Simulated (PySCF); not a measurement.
How methods differ on the ionisation energy of Fe

Fe [Ar] 3d6 4s2 (5D) → Fe⁺ [Ar] 3d6 4s1 (6D), as a difference of total energies. Calculation: PySCF 2.14, in def2-TZVPPD (6s6p4d2f1g, 67 functions); the non-relativistic Hamiltonian (point nucleus). Correlated levels: valence and next inner shell: [Ne] frozen. The calculations carry no spin-orbit coupling.

```csv
method,ionisation energy (eV)
UHF,6.368
MP2 (valence and next inner shell),7.450
SCS-MP2 (valence and next inner shell),7.535
CCSD (valence and next inner shell),7.565
CCSD(T) (valence and next inner shell),7.681
```

Q: How much does correlation contribute at CCSD(T) (valence and next inner shell)?

A: 7.681 − (6.368) = 1.313 eV, measured against UHF.

These non-relativistic numbers lack the scalar-relativistic shift.

Errors of the correlated levels include the incompleteness of this basis and the frozen core.

For comparison: 7.904 eV (measured; NIST levels, between the centres of gravity of the two terms).
